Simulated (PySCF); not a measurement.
C5H7N, singlet, geometry from GFN2-xTB; DF-R2SCAN/pcseg-2 (PySCF).

PySCF was given this input:
```python
from pyscf import gto, scf, dft

mol = gto.M(
    atom='''
C    -2.061710   -0.720155    0.434554
C    -0.755156   -0.088984    0.081777
C    -0.830512    1.276853   -0.518725
C     0.407271   -0.716994    0.294597
C     1.659042   -0.162095   -0.021336
N     2.691517    0.273062   -0.271946
H    -2.596792   -0.095801    1.149852
H    -1.927166   -1.709193    0.864905
H    -2.686804   -0.805952   -0.454084
H     0.159033    1.664938   -0.746085
H    -1.418667    1.249558   -1.435971
H    -1.328596    1.960175    0.169020
H     0.444766   -1.706911    0.730784
''',
    basis='pcseg-2',
    charge=0,
    spin=0,
    verbose=4,
    max_memory=1800,
)

mf = dft.RKS(mol)
mf.xc = 'r2scan'
mf = mf.density_fit(auxbasis='def2-universal-jkfit')
mf.kernel()
```

**Question.** Write the output that PySCF gives for this input, abridged.

**Answer.** 
```
PySCF version 2.14.0

[INPUT] verbose = 4
[INPUT] num. atoms = 13
[INPUT] num. electrons = 44
[INPUT] charge = 0
[INPUT] spin (= nelec alpha-beta = 2S) = 0
[INPUT] symmetry False subgroup None
[INPUT] Mole.unit = angstrom
[INPUT] Symbol           X                Y                Z      unit          X                Y                Z       unit  Magmom
[...]
nuclear repulsion = 203.502861844933
number of shells = 45
number of NR pGTOs = 395
number of NR cGTOs = 278
basis = pcseg-2
ecp = {}

******** <class 'pyscf.df.df_jk.DFRKS'> ********
method = DFRKS
initial guess = minao
damping factor = 0
level_shift factor = 0
DIIS = <class 'pyscf.scf.diis.CDIIS'>
diis_start_cycle = 1
diis_space = 8
diis_damp = 0
SCF conv_tol = 1e-09
SCF conv_tol_grad = None
SCF max_cycles = 50
direct_scf = False
XC library pyscf.dft.libxc version 7.1.2
    S. Lehtola, C. Steigemann, M. J. T. Oliveira, and M. A. L. Marques,  SoftwareX 7, 1–5 (2018)
XC functionals = r2scan
    J. W. Furness, A. D. Kaplan, J. Ning, J. P. Perdew, and J. Sun,  J. Phys. Chem. Lett. 11, 8208–8215 (2020)
    J. W. Furness, A. D. Kaplan, J. Ning, J. P. Perdew, and J. Sun,  J. Phys. Chem. Lett. 11, 9248–9248 (2020)
    J. W. Furness, A. D. Kaplan, J. Ning, J. P. Perdew, and J. Sun,  J. Phys. Chem. Lett. 11, 8208–8215 (2020)
    J. W. Furness, A. D. Kaplan, J. Ning, J. P. Perdew, and J. Sun,  J. Phys. Chem. Lett. 11, 9248–9248 (2020)
radial grids:
    Treutler-Ahlrichs [JCP 102, 346 (1995); DOI:10.1063/1.469408] (M4) radial grids

becke partition: Becke, JCP 88, 2547 (1988); DOI:10.1063/1.454033
pruning grids: <function nwchem_prune>
grids dens level: 3
symmetrized grids: False
atomic radii adjust function: <function treutler_atomic_radii_adjust>
small_rho_cutoff = 0
Set gradient conv threshold to 3.16228e-05
Initial guess from minao.
tot grids = 153152
init E= -249.864302201322
[...]
cycle= 1 E= -249.335780402813  delta_E= 0.529  |g|= 0.541  |ddm|= 2.76
[...]
cycle= 2 E= -249.166145971446  delta_E= 0.17  |g|= 0.997  |ddm|= 1.71
[...]
cycle= 3 E= -249.376405993922  delta_E= -0.21  |g|= 0.375  |ddm|= 1.25
[...]
cycle= 4 E= -249.409893237812  delta_E= -0.0335  |g|= 0.0283  |ddm|= 0.253
[...]
cycle= 5 E= -249.410021459652  delta_E= -0.000128  |g|= 0.0164  |ddm|= 0.0538
[...]
cycle= 6 E= -249.410073380075  delta_E= -5.19e-05  |g|= 0.00912  |ddm|= 0.0221
[...]
cycle= 7 E= -249.410096601111  delta_E= -2.32e-05  |g|= 0.00129  |ddm|= 0.00807
[...]
cycle= 8 E= -249.410097001608  delta_E= -4e-07  |g|= 0.000255  |ddm|= 0.00177
[...]
cycle= 9 E= -249.41009701626  delta_E= -1.47e-08  |g|= 7.82e-05  |ddm|= 0.00037
[...]
cycle= 10 E= -249.410097017661  delta_E= -1.4e-09  |g|= 2.7e-05  |ddm|= 0.000111
[...]
cycle= 11 E= -249.410097017814  delta_E= -1.53e-10  |g|= 1.2e-05  |ddm|= 4.94e-05
[...]
Extra cycle  E= -249.410097017732  delta_E= 8.22e-11  |g|= 2.29e-05  |ddm|= 3.25e-05
converged SCF energy = -249.410097017732
```
